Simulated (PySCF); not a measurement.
Compound: C5H10Cl2O2Si.
Atom-mapped SMILES: `[CH3:1][CH2:2][C@:3]1([CH:4]([Cl:5])[Cl:6])[CH2:7][O:8][SiH2:9][O:10]1`

Geometry (GFN2-xTB, Å), atoms numbered from 1 in this order:
```xyz
20
C5H10Cl2O2Si angstrom
C     -2.303   -0.312    0.238
C     -1.088   -0.393   -0.678
C      0.180    0.237   -0.078
C     -0.011    1.731    0.204
Cl    -0.378    2.609   -1.286
Cl     1.441    2.420    0.948
C      1.395   -0.021   -1.013
O      2.149   -1.062   -0.476
Si     1.762   -1.375    1.083
O      0.462   -0.373    1.150
H     -2.033   -0.632    1.241
H     -3.087   -0.965   -0.137
H     -2.700    0.700    0.280
H     -1.306    0.081   -1.636
H     -0.845   -1.443   -0.857
H     -0.831    1.893    0.905
H      1.063   -0.305   -2.015
H      2.022    0.873   -1.088
H      1.350   -2.764    1.186
H      2.754   -0.888    2.024
```

Definitions: NICS(0) = −σiso at the ring centroid; NICS(1) = −σiso and NICS(1)zz = −σzz at ±1 Å along the ring normal z. Level: GIAO PBE0/pcSseg-1 (PySCF, non-relativistic, gas phase) on the GFN2-xTB geometry, one conformer.

Ring bond lengths (Å), with Mayer bond orders in brackets: C3–C7 1.554 (0.97), C7–O8 1.394 (0.89), O8–Si9 1.637 (0.99), Si9–O10 1.643 (0.93), O10–C3 1.399 (0.89).

Problem. What do the NICS probes read (ppm)?

Solution. 
```
            ring                                                      type  NICS(0)  NICS(1), two faces  NICS(1)zz, two faces  rms pucker (Å)  centre to ring atoms, mean (Å)
C3–C7–O8–Si9–O10  5-membered ring with 2 O and Si; formal bonds all single     -8.0         -2.8 / -2.9           -6.2 / -5.8            0.07                            1.29
```

Problem. What do they say, and how far can they be read as aromaticity?

Solution. 
- C3–C7–O8–Si9–O10: mean NICS(1)zz -6.0 ppm, shielded. C3, C7, Si9 have four or more neighbours; no verdict on aromaticity is drawn. NICS(0) lies 5 ppm below the mean NICS(1).

Problem. List the ring angles and the Hirshfeld charges of the ring atoms.

Solution. 
- C3–C7–O8–Si9–O10: C3 107.4° (+0.070 e), C7 108.4° (-0.014 e), O8 112.5° (-0.241 e), Si9 96.3° (+0.467 e), O10 112.9° (-0.223 e); sum 537.3° against 540° for a flat convex ring.

Problem. What are the shieldings of the ring atoms and their hydrogens in the same run (means over atoms taken as equivalent)?

Solution. 
```json
{"atoms": "C3", "environment": "sp3 carbon bound to oxygen", "σ isotropic (ppm)": "102.3", "principal values of the symmetric part, first atom (ppm)": "82.8, 88.0, 136.0"}
{"atoms": "C7", "environment": "sp3 carbon bound to oxygen", "σ isotropic (ppm)": "113.7", "principal values of the symmetric part, first atom (ppm)": "87.5, 105.3, 148.3"}
{"atoms": "O8", "environment": "silyl ether oxygen", "σ isotropic (ppm)": "305.5", "principal values of the symmetric part, first atom (ppm)": "253.6, 275.4, 387.4"}
{"atoms": "Si9", "environment": "oxygen-bound silicon", "σ isotropic (ppm)": "348.6", "principal values of the symmetric part, first atom (ppm)": "325.7, 333.4, 386.8"}
{"atoms": "O10", "environment": "silyl ether oxygen", "σ isotropic (ppm)": "263.2", "principal values of the symmetric part, first atom (ppm)": "215.9, 267.3, 306.5"}
{"atoms": "H17", "environment": "methylene hydrogen", "σ isotropic (ppm)": "27.66", "principal values of the symmetric part, first atom (ppm)": "23.2, 28.5, 31.4"}
{"atoms": "H18", "environment": "methylene hydrogen", "σ isotropic (ppm)": "26.95", "principal values of the symmetric part, first atom (ppm)": "22.4, 27.7, 30.7"}
{"atoms": "H19", "environment": "Si–H hydrogen", "σ isotropic (ppm)": "26.62", "principal values of the symmetric part, first atom (ppm)": "22.7, 23.5, 33.7"}
{"atoms": "H20", "environment": "Si–H hydrogen", "σ isotropic (ppm)": "26.61", "principal values of the symmetric part, first atom (ppm)": "22.5, 24.2, 33.2"}
```

On one thread, Intel Xeon at 2.50 GHz (x86_64), shared host, this took 2.5 min wall and 1.1 GiB of memory at its peak. This is the whole shielding run at PBE0/pcSseg-1, SCF included.
